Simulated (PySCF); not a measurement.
**Simulated absorption spectrum**

CH6BN3.
SMILES: `C=NB(N)N`

Method used: PySCF, TDDFT CAM-B3LYP/def2-SVPD, vertical, gas phase, core orbitals frozen in the response. The structure is a single PBE0-D3(BJ)/def2-SVP conformer in the gas phase; no vibrational or solvent corrections. Torsions of this conformer, `[CH2:1]=[N:2][B:3]([NH2:4])[NH2:5]`: C1–N2–B3–N4 -90°, H–N4–B3–N2 -170°, H–N4–B3–N2 -4°, H–N5–B3–N2 5°, H–N5–B3–N2 170°.

Computed states:

```
state  E (eV)       f
   S1    4.37  0.0006
   S2    6.17  0.0003
   S3    6.27  0.0052
   S4    6.38   0.012
   S5    7.22  0.0069
   S6    7.58   0.050
   S7    7.71  0.0000
   S8    7.87  0.0050
   S9    7.94   0.015
  S10    8.23   0.294
```

Broadening: Gaussians 0.5 eV wide at half height, area fixed by f = 4.319×10⁻⁹ ∫ε dν̃. The width is an assumption, not a result. The curve ends short of the highest state used, and states not computed would add to its high-energy end.

Question: What does the envelope look like, and where are its maxima?

Answer: 
(E (eV), ε (L mol⁻¹ cm⁻¹)): (3.62, 0), (3.71, 0), (3.80, 1), (3.90, 3), (3.99, 6), (4.08, 12), (4.18, 21), (4.27, 28), (4.36, 31), (4.46, 28), (4.55, 21), (4.64, 14), (4.74, 7), (4.83, 3), (4.92, 1), (5.02, 0), (5.11, 0), (5.21, 0), (5.30, 0), (5.39, 0), (5.49, 1), (5.58, 2), (5.67, 9), (5.77, 31), (5.86, 81), (5.95, 183), (6.05, 370), (6.14, 585), (6.23, 784), (6.33, 891), (6.42, 837), (6.51, 665), (6.61, 426), (6.70, 251), (6.79, 159), (6.89, 165), (6.98, 262), (7.07, 448), (7.17, 785), (7.26, 1239), (7.35, 1834), (7.45, 2539), (7.54, 3040), (7.63, 3353)

Maxima: 284 nm (4.37 eV), ε about 31, made up of S1 (100%); 196 nm (6.34 eV), ε about 890, made up of S3 (30%) and S4 (69%) (ε in L mol⁻¹ cm⁻¹; maxima over ε = 5, shares over 10%). At its high-energy end, 7.63 eV, the curve is still rising (ε about 3400, from S6).

Question: Coming from long wavelengths, where does ε first pass 100 L mol⁻¹ cm⁻¹?

Answer: At about 211 nm (5.88 eV), 1.52 eV above S1.

Question: What would ε be at 6.34 eV, the highest of these maxima, with half the width (0.25 eV)?

Answer: About 1640 L mol⁻¹ cm⁻¹ against 892, a factor of about 1.8; a lone state at its own centre would give exactly 2.

Question: On this curve, what absorbance would a 10⁻⁵ mol/L sample give at 308 nm over a 1 cm path?

Answer: 308 nm is 4.025 eV, where ε is about 8.4 L mol⁻¹ cm⁻¹, so A = ε c l ≈ 8.4e-05 (Beer–Lambert, with the gas-phase spectrum and the assumed width).

The vertical ionisation energy (ΔSCF) is 9.08 eV, 0.84 eV above S10.

The run took 85 s of wall time on one thread, x86-64 server (shared host).
